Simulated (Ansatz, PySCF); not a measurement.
Stretching the Se4–H5 bond in GaH3Se (SMILES [GaH2][SeH]) (multiplicity 1 held, fragments rigid). Energies count from the point at 1.471 Å.
Geometry at that point (charge 0, multiplicity 1):
```xyz
5

Ga     0.275     0.011    -1.153
H     -0.804    -0.576    -2.117
H      1.662     0.604    -1.556
Se    -0.304    -0.028     1.114
H      0.957     0.590     1.552
```

R- and RO- levels are restricted; in cc, def2 and unpolarised 6-31G sets they are followed outwards from rest. Unrestricted levels (U-) break spin symmetry where that is lower. Active spaces are followed from a long bond inwards. Levels need not reach the same state.

Cores are frozen in the correlated methods. Filled d and f shells under p-block atoms count as core. Rows in LANL2DZ carry no dispersion term and start afresh at each structure. LANL2DZ brings its own core potentials from Na on.

Programs: Ansatz (Gaussian basis) for Hartree–Fock, density functionals and correlated methods; PySCF for LANL2DZ rows. Values without a source in brackets are computed.

Energies in eV.

```csv
R (Å),U-HF/LANL2DZ,R-r2SCAN/cc-pVTZ,"SC-NEVPT2 on CASSCF(4,3)/cc-pVTZ","FIC-MRCISD+Q on CASSCF(4,3)/cc-pVTZ"
1.177,1.62,1.52,?,1.56
1.324,0.32,0.28,0.35,0.30
1.471,0.00,0.00,0.00,0.00
1.619,0.18,0.19,0.15,0.19
1.766,0.60,0.61,0.53,0.59
1.986,1.33,1.38,1.24,1.32
2.207,1.73,2.14,1.90,2.00
2.575,2.02,3.21,2.71,2.82
2.943,2.11,3.99,3.12,3.25
3.384,2.15,4.59,3.32,3.45
3.973,2.16,5.03,?,3.51
4.709,2.17,5.27,3.40,3.53
```

Q: Complete the blanks.

A: 
- 1.177, SC-NEVPT2 on CASSCF(4,3)/cc-pVTZ: 1.68
- 3.973, SC-NEVPT2 on CASSCF(4,3)/cc-pVTZ: 3.38

Doubts at one or more of the structures used: a spin-contaminated determinant (U-HF/LANL2DZ); a restricted determinant that unrestricted orbitals would lower (R-r2SCAN/cc-pVTZ); active orbitals that take no part (SC-NEVPT2 on CASSCF(4,3)/cc-pVTZ, FIC-MRCISD+Q on CASSCF(4,3)/cc-pVTZ).

Ansatz is a quantum-chemistry and plane-wave program.
